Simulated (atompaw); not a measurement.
What one change does to a pseudopotential (molybdenum (Mo), PAW (atompaw))

atompaw 4.2.0.5 input, output lines left out:

```
Mo 42
GGA-PBESOL scalarrelativistic loggrid 1500 logderivrange -7 5 301
5 5 4 0 0 0
5 0 0
5 1 0
4 2 5
0 0 0
c
c
c
v
v
c
c
v
v
c
v
2
2.45 2.35 2.00 1.75
n
n
y
-0.05
n
custom rrkj gramschmidtortho besselshape
bessel
1.95
1.75
1.85
2.45
2.45
2.45
```

All-electron outer shells of the reference configuration (PBEsol, scalar-relativistic, ld1.x):

| shell | level (eV) | outermost node (bohr) | outermost maximum (bohr) |
| --- | --- | --- | --- |
| 3d | -227.65 | – | 0.32 |
| 4s | -71.05 | 0.51 | 0.99 |
| 4p | -45.25 | 0.52 | 1.08 |
| 4d | -10.41 | 0.53 | 1.38 |
| 5s | -9.80 | 1.34 | 2.79 |
| 5p | -5.81 | 1.53 | 3.53 |

Change: local potential bessel scheme, radius 1.34 bohr.

Cutoffs: the cutoffs (Ry, on a coarse ladder) from which the occupation-weighted sum of valence levels, in a spherical-Bessel basis at the reference potential, stays within 10 and 1 mRy of its value at 400 Ry; they do not see the model core or the augmentation charge, which bear on the density cutoff.

**Question.** What does the change do?

**Answer.** The potential gets neither clearly harder nor softer (25 Ry and 45 Ry → 25 Ry and 40 Ry); the range in which the p phases agree narrows (upper end at the end of the scan → -0.1); neither file shows a bound ghost.

| quantity | base | changed |
| --- | --- | --- |
| cutoff, loose | 25 Ry | 25 Ry |
| cutoff, tight | 45 Ry | 40 Ry |
| bound ghosts | none | none |
| s: phases at 2.47 bohr within 0.05 rad from the reference energy up to (Ry; the scan ends near 5) | to the end of the scan | 4.8 |
| p: phases at 2.47 bohr within 0.05 rad from the reference energy up to (Ry; the scan ends near 5) | to the end of the scan | -0.1 |
| d: phases at 2.47 bohr within 0.05 rad from the reference energy up to (Ry; the scan ends near 5) | 2.7 | 1.8 |
| lowest overlap eigenvalue by channel | s 0.08, p 0.55, d 0.88 | s 0.15, p 0.55, d 0.89 |

 The cutoffs see the waves, projectors and local potential, not the compensation charge or the core.
